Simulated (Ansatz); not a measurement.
Hf₃Si₂ (the lowest singlet isomer of a short search) was relaxed with PBE-D4 (def2-SVP) in Ansatz in these states: neutral quintet, neutral triplet. The geometries follow in no particular order.

In the def2 sets Hf takes a core potential; there is no spin–orbit coupling.

A:

Cartesian coordinates in Å:
```
Hf 1.0935 1.0173 0.8139
Hf -0.4987 0.1652 -1.6175
Hf -0.6216 -1.2359 0.8399
Si 1.5181 -1.1253 -0.5997
Si -1.4912 1.1787 0.5635
```

B:

```xyz
5

Hf   -0.500   -1.323   -0.805
Hf   -0.550    1.470   -0.430
Hf    1.049   -0.147    1.235
Si   -1.536   -0.200    1.281
Si    1.536    0.200   -1.281
```

Question: Judge from the bond lengths which geometry belongs to which state (an estimate).

Answer: A is the neutral quintet (Hf1–Hf2 3.029 Å, Hf1–Si4 2.602 Å, Hf1–Si5 2.602 Å); B is the neutral triplet (Hf1–Hf2 2.818 Å, Hf1–Si4 2.586 Å, Hf1–Si5 2.586 Å).

At PBE0-D4/def2-TZVP a triplet lies 1.07 eV below the neutral quintet. These are the stationary points nearest to one start from a short search; other shapes may lie lower in each state.
